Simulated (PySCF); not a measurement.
## Computed properties of H6N2OSn, SMILES [SnH]([OH])([NH2])[NH2]

Sn(H)(OH)(NH2)2 (H6N2OSn), SMILES [NH2][SnH]([NH2])[OH]. Coordinates come from a PBE0-D3(BJ)/def2-SVP optimisation. The structure was generated by enumeration; whether it is a known compound was not checked. The def2 effective core potentials stand for the cores of Sn; spin–orbit coupling is left out. The values are those of a single conformer. All values are computed for the isolated molecule unless a solvent is named; none is compared with measurement here.

**Structure.** All 24 harmonic modes at PBE0-D3(BJ)/def2-SVP (PySCF) are real, so it is a minimum. With heavy atoms numbered as in [SnH:1]([NH2:2])([NH2:3])[OH:4], the shortest bond between them is Sn1–O4 at 1.990 Å and the longest Sn1–N3 at 2.032 Å.

**Vibrations.** The strongest infrared lines (harmonic, unscaled, degenerate partners summed) lie at 521 cm⁻¹ (188 km/mol, H 63 %, N 33 %), 1951 cm⁻¹ (158 km/mol, H 99 %), 271 cm⁻¹ (132 km/mol, H 76 %, O 14 %, N 9 %). The softest mode is at 116 cm⁻¹ and the zero-point energy is 44.4 kcal/mol.

**Electronic structure.** ωB97X/def2-TZVP (PySCF) places the frontier levels at -9.86 and 1.70 eV, a gap of 11.56 eV, and gives a dipole moment of 1.28 D and a mean polarisability of 55.7 bohr³. PBE/def2-TZVP (PySCF) at the same geometry gives -5.93 and -1.29 eV, so its gap is 6.92 eV narrower. An orbital gap is neither the optical nor the fundamental gap.

**Excitations.** TDA-PBE0/def2-SVPD (PySCF) has S1 at 5.81 eV (213 nm, f = 0.053, bright); the most intense of the 10 singlets computed lies at 6.01 eV (f = 0.09). T1 (TDA) is at 5.18 eV, 0.63 eV under S1. TDA-PBE/def2-SVPD (PySCF) puts S1 at 4.91 eV. No vertical singlet excitation falls in the visible range (under 3.1 eV).
